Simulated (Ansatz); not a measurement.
`CCN([SiH3])c1ccccc1`, charge 0, multiplicity 1.

Question: Give a relaxed structure at PBE0-D4/def2-TZVP (Ansatz). (An estimate is asked.)

Answer: Computed: 
Z-matrix (Å, degrees):
```
C
C 1 1.520
H 1 1.091 2 111.5
H 1 1.093 2 110.6 3 120.5
H 1 1.093 2 110.5 3 -119.8
N 2 1.455 1 113.7 3 57.1
H 2 1.092 1 109.2 3 177.6
H 2 1.095 1 110.7 3 -66.4
C 6 1.392 2 119.1 1 -78.5
Si 6 1.738 2 119.5 1 98.7
C 9 1.400 6 122.7 2 -2.8
C 9 1.402 6 119.9 2 177.8
H 10 1.483 6 105.7 2 2.7
H 10 1.488 6 111.9 2 122.2
H 10 1.488 6 112.5 2 -116.7
C 11 1.386 9 120.8 6 -179.0
H 11 1.081 9 120.6 6 1.2
C 12 1.382 9 121.3 6 179.0
H 12 1.085 9 120.2 6 -0.8
C 16 1.385 11 121.2 9 -0.3
H 16 1.085 11 118.8 9 180.0
H 18 1.084 12 119.1 9 -179.9
H 20 1.083 16 120.8 11 -179.8
```
This is one stationary point; other conformers may exist.
